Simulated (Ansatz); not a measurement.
`C=C(Cl)I` + H₂ → `C=CI` + HCl at 400 K and 1 bar (hydrogenolysis of a C–Cl bond).

Computed with Ansatz on PBE0-D4/def2-TZVP structures; ΔE is electronic, products minus reactants. CCSD(T)/CBS adds triple-zeta CCSD(T) − MP2 to the extrapolated MP2 energy (def2 sets, frozen cores). This one scheme is used for every species. def2 core potentials past Kr. For I outer-core shells are correlated without core-valence functions, which leaves a few kJ/mol of doubt a bond.

```
   species  CCSD(T)/CBS energy (Eh)  H − E (kJ/mol)  S (J/(mol·K))
`C=C(Cl)I`               -834.49155           108.4          335.3
        H₂                 -1.17544            38.0          139.0
    `C=CI`               -375.31882           128.2          301.1
       HCl               -460.38127            29.6          195.4
```

H − E and S are ideal-gas, rigid-rotor, harmonic terms from PBE0-D4/def2-TZVP. The MP2-based limit puts H₂ 0.8 mEh under its directly extrapolated value; such offsets cancel only in part. 1 Eh = 2625.50 kJ/mol, R = 8.31446 J/(mol·K).

By hand: ΔE, ΔH, ΔS and ΔG.

ΔE = (-375.31882) + (-460.38127) − (-834.49155) − (-1.17544) = -0.03310 Eh = -86.9 kJ/mol. Δ(H − E) = 128.2 + 29.6 − 108.4 − 38.0 = 11.4, so ΔH = -75.5 kJ/mol. ΔS = 301.1 + 195.4 − 335.3 − 139.0 = 22.2 J/(mol·K). ΔG = -75.5 − 400 × (22.2)/1000 = -84.4 kJ/mol.

By hand: the equilibrium constant, and the temperature at which ΔG would vanish if ΔH and ΔS stayed fixed.

log₁₀ K = −ΔG/(RT ln 10) = 11.0. ΔH and −TΔS have one sign here, so there is no such temperature.

ΔH outweighs TΔS. A doubt of 5 kJ/mol in ΔE shifts log₁₀ K by 0.7 here. These are equilibria of isolated gas molecules and say nothing of rates. Largest T1 diagnostic: 0.010 (customary marks: 0.02 for closed shells, 0.045 for open ones).
